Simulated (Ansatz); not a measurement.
input.yaml

```yaml
crystal:
  periodic: [false, false, false]
  atoms:
    - { symbol: "N", position_ang: [-1.40309, -0.21753, -0.68415] }
    - { symbol: Te, position_ang: [-0.59208, 1.07795, 0.46358] }
    - { symbol: O, position_ang: [1.45096, 0.04586, 0.59809] }
    - { symbol: H, position_ang: [-1.42728, -0.11969, -1.69368] }
    - { symbol: H, position_ang: [-1.95496, -0.9938, -0.33464] }
    - { symbol: H, position_ang: [2.20465, 0.49578, 0.18321] }
    - { symbol: H, position_ang: [1.72179, -0.28857, 1.46758] }
total_charge: 1
basis:
  gaussian: { orbitals: def2-SVP }
hamiltonian:
  xc: blyp
relax:
  f_tol: 0.015
  max_steps: 40
```

Run as:

```bash
$ ansatz run input.yaml --threads 1 --pin off --max-ram 2048MiB --backend cpu --events-out ev --progress --plain --runs-dir out
```

Hardware: 1 thread of Arm Neoverse V1, with other jobs on the host.

Q: Roughly how long does this run take, and how much memory?

A: 19 s, with a peak of 0.13 GiB, for 8 ionic steps.
